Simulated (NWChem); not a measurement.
# CH3F2GaO; SMILES C[O][Ga]([F])[F]

```xyz
8

Ga     0.0144     0.3655    -0.0004
F      0.9186     1.8638     0.0006
F     -1.7439     0.4489    -0.0002
O      0.8537    -1.2014    -0.0002
C      0.1240    -2.4266    -0.0036
H      0.3913    -3.0148    -0.9084
H      0.4032    -3.0256     0.8905
H     -0.9793    -2.2878     0.0045
```
Atoms are numbered in this order, from 1.

Level: PBE-D3(BJ)/def2-SVP (NWChem), optimised geometry, unscaled harmonic frequencies. 

List the harmonic frequencies with IR intensities, and the thermochemistry.


```json
[
 {"frequency (cm⁻¹)": "61", "IR intensity (km/mol)": "1.2"},
 {"frequency (cm⁻¹)": "97", "IR intensity (km/mol)": "0.3"},
 {"frequency (cm⁻¹)": "100", "IR intensity (km/mol)": "5.1"},
 {"frequency (cm⁻¹)": "177", "IR intensity (km/mol)": "27.2"},
 {"frequency (cm⁻¹)": "181", "IR intensity (km/mol)": "38.3"},
 {"frequency (cm⁻¹)": "272", "IR intensity (km/mol)": "14.4"},
 {"frequency (cm⁻¹)": "595", "IR intensity (km/mol)": "5.2"},
 {"frequency (cm⁻¹)": "694", "IR intensity (km/mol)": "71.6"},
 {"frequency (cm⁻¹)": "728", "IR intensity (km/mol)": "65.8"},
 {"frequency (cm⁻¹)": "1072", "IR intensity (km/mol)": "175.4"},
 {"frequency (cm⁻¹)": "1129", "IR intensity (km/mol)": "0.7"},
 {"frequency (cm⁻¹)": "1156", "IR intensity (km/mol)": "9.0"},
 {"frequency (cm⁻¹)": "1418", "IR intensity (km/mol)": "1.9"},
 {"frequency (cm⁻¹)": "1419", "IR intensity (km/mol)": "17.2"},
 {"frequency (cm⁻¹)": "1424", "IR intensity (km/mol)": "4.5"},
 {"frequency (cm⁻¹)": "2934", "IR intensity (km/mol)": "67.9"},
 {"frequency (cm⁻¹)": "3024", "IR intensity (km/mol)": "20.7"},
 {"frequency (cm⁻¹)": "3024", "IR intensity (km/mol)": "23.1"}
]
```

| Property | Value |
|---|---|
| zero-point energy | 27.9 kcal/mol |
| thermal correction to the enthalpy at 298.15 K (with zero-point energy) | 33.0 kcal/mol |
| heat capacity Cv | 21.0 cal/(mol K) |
| entropy at 298.15 K and 1 atm (symmetry number 1) | 86.5 cal/(mol K) |
| dipole moment | 2.12 D |

Rigid rotor and harmonic oscillator; modes under 100 cm⁻¹ make the entropy uncertain.
